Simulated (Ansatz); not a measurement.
C2H9NSi2 can be A, `N=CC[SiH2][SiH3]`, or B, `N[Si]1([SiH3])CC1`.

Computed with Ansatz on PBE0-D4/def2-TZVP structures; ΔE is electronic, products minus reactants. CBS: MP2 limit from def2 TZ/QZ plus the TZ coupled-cluster correction, frozen cores. Functionals use def2-TZVPP. Each species was taken in one conformer, which may not be the lowest.

Question: Which is lower in electronic energy at CCSD(T)/CBS, and by how much? (An estimate is asked.)

Answer: Computed: B, by 52.0 kJ/mol.

Question: Give E(B) − E(A) in kJ/mol with r2SCAN-D4, PBE-D4, B2PLYP, MP2/def2-TZVPP, HF/def2-TZVPP, CCSD/def2-TZVPP, CCSD(T)/def2-TZVPP. (An estimate is asked.)

Answer: The calculation gave: r2SCAN-D4 -58.9, PBE-D4 -53.4, B2PLYP -47.7, MP2/def2-TZVPP -61.6, HF/def2-TZVPP -24.7, CCSD/def2-TZVPP -45.0, CCSD(T)/def2-TZVPP -44.8. None reverses the order clearly.

Largest T1 diagnostic: 0.013.

In def2-TZVPP, CCSD(T) changes the Hartree–Fock value by −20.1 kJ/mol (the triples alone add +0.2 kJ/mol) and MP2 by −37.0 kJ/mol. From PBE to PBE0 (25 % exact exchange), in def2-TZVPP and without D4, E(B) − E(A) moves by −7.1 kJ/mol.
